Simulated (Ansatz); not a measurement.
Single points on the cluster Na₃S⁺.

```yaml
crystal:
  periodic: [false, false, false]
  atoms:
    - {symbol: Na, position_ang: [2.258044, 0.643842, -0.812555]}
    - {symbol: Na, position_ang: [-1.307238, -1.735086, -1.208845]}
    - {symbol: Na, position_ang: [-0.948661, 1.089133, 2.023198]}
    - {symbol: S, position_ang: [-0.002135, 0.002111, -0.001788]}
basis:
  gaussian: {orbitals: def2-TZVP, initial_orbitals: start.molden}
total_charge: 1
hamiltonian: {xc: {name: B97M-V}}
scf: {omitted_lower_state_checks: [starts]}
output: {orbitals: {seedname: orbitals}}
```

The file start.molden holds the orbitals of an earlier run on this structure, at another level or in another basis.

```sh
$ ansatz run in.yaml --threads 4 --pin off --events-out ev --progress --plain --max-ram 3916MiB
```

Shortened log:

```
Functional definition: B97M-V
1092 factors; their error is unknown
mean field evaluation 1: about -24076.9172 eV, gradient 1.4e1 eV
mean field evaluation 2: about -24077.0243 eV, gradient 1.3e-1 eV
mean field evaluation 4: about -24077.0068 eV, gradient 3.9e-4 eV
mean field -24077.00682275 eV, -884.8136807548 hartree, gradient 2.4e-5 eV, S^2 0.000000; 0 other end points of the search recorded, 0 dependent functions left out
reference -24077.00695937 eV, -884.8136857753 hartree; 24, 24 occupied and 109, 109 virtual orbitals, 1092 factors
Total energy: -24077.00695937 eV, -884.8136857753 hartree
Checks for a lower state left out: starts
```

Hardware: 4 threads of AMD EPYC 9R45 on a shared host. Wall time 1.5 s.

First input, but with `hamiltonian: {xc: {name: B2PLYP}}`, `output: {forces: true}` (abridged; 1.7 s):

```
Functional definition: B2PLYP
mean field -24068.13647230 eV, -884.4877013880 hartree, gradient 1.3e-6 eV, S^2 0.000000
8 core orbitals not correlated: weight in the atoms' cores, before any rotation towards them, 1.000 or more for the frozen orbitals, at most 0.000 for the correlated occupied ones
second order -21.43541517 eV of doubles, -0.00000000 eV of singles
Total energy: -24073.92424797 eV, -884.7003982211 hartree
Atom 0 force     0.012174     0.003713    -0.004743 eV/Å
Atom 1 force    -0.007278    -0.008581    -0.006058 eV/Å
Atom 2 force    -0.005610     0.005528     0.010176 eV/Å
Atom 3 force     0.000713    -0.000661     0.000625 eV/Å
Dipole moment:     0.003722    -0.003926     0.003311 e Å
Checks for a lower state left out: starts
```

First input, but with `gaussian: {orbitals: 6-31G}`, `hamiltonian: {xc: {name: B3LYP}, dispersion: d4}` (abridged; 0.3 s):

```
Functional definition: B3LYP
mean field -24082.47282989 eV, -885.0145528121 hartree, gradient 8.1e-6 eV, S^2 0.000000
Total energy: -24082.60980892 eV, -885.0195866985 hartree
Checks for a lower state left out: starts
```

The first input with `hamiltonian: {xc: pbe0, dispersion: d4}` (abridged; 0.5 s):

```
Functional definition: PBE0
mean field -24070.85848572 eV, -884.5877335364 hartree, gradient 3.3e-5 eV, S^2 0.000000
Total energy: -24070.92844283 eV, -884.5903044126 hartree
Checks for a lower state left out: starts
```

As the first input, with `hamiltonian: {xc: r2scan, dispersion: d4}` (abridged; 0.8 s):

```
Functional definition: r2SCAN
mean field -24079.86568495 eV, -884.9187420028 hartree, gradient 2.2e-5 eV, S^2 0.000000
Total energy: -24079.88044588 eV, -884.9192844568 hartree
Checks for a lower state left out: starts
```

As the first input, with `correlation: {method: mp2}` and without the key `hamiltonian` (abridged; 0.4 s):

```
Functional definition: HF
mean field -24029.78627999 eV, -883.0783578156 hartree, gradient 9.5e-7 eV, S^2 0.000000
8 core orbitals not correlated: weight in the atoms' cores, before any rotation towards them, 1.000 or more for the frozen orbitals, at most 0.000 for the correlated occupied ones
second order -18.51766171 eV of doubles, -0.00000000 eV of singles
Total energy: -24048.30394170 eV, -883.7588693317 hartree
Checks for a lower state left out: starts
```

The first input with `gaussian: {orbitals: def2-SVP, initial_orbitals: start.molden}`, `hamiltonian: {xc: pbe, dispersion: d4}` (abridged; 0.25 s):

```
Functional definition: PBE
mean field -24060.23720277 eV, -884.1974085872 hartree, gradient 5.6e-5 eV, S^2 0.000000
Total energy: -24060.31813043 eV, -884.2003826238 hartree
Checks for a lower state left out: starts
```

Geometry: PBE0-D4/def2-TZVP.

B3LYP takes the VWN-RPA correlation. Correlated methods freeze 8 core orbitals; core or outer-core shells of Na are correlated, in sets that lack core-valence functions. The structure comes from a short search, and lower isomers may exist.
